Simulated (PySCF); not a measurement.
```xyz
6
charge 0 multiplicity 4, angstrom
Tc    0.0193   -0.0106    0.0000
O     0.0000   -1.7077    0.0000
O    -0.0105    0.8343    1.6818
O    -0.0105    0.8343   -1.6818
H    -0.7822    0.8301    2.2680
H    -0.7822    0.8301   -2.2680
```

Computed with PySCF, UB3LYP, basis Tc def2-SVP with ECP28, O def2-SVP, H def2-SVP (scalar-relativistic core potentials, no spin–orbit coupling, density fitting).

This geometry of TcO(OH)2 is a stationary point at this level.

Task: What is the point group?

Result: Cs.

Task: Is it a minimum?

Result: Yes: all harmonic wavenumbers are real.

Task: What are the dipole moment and the gap between the highest occupied and lowest empty levels of either spin?

Result: 2.96 D and 2.44 eV.

Task: What is the atomisation energy, with and without zero-point energy?

Result: 2200 kJ/mol without, 2126 kJ/mol with.

Other isomers or separated fragments may lie lower. Other spin states or occupations of the open shell can lie lower. At this level a doublet minimum of C2 symmetry lies 21 kJ/mol below this structure.
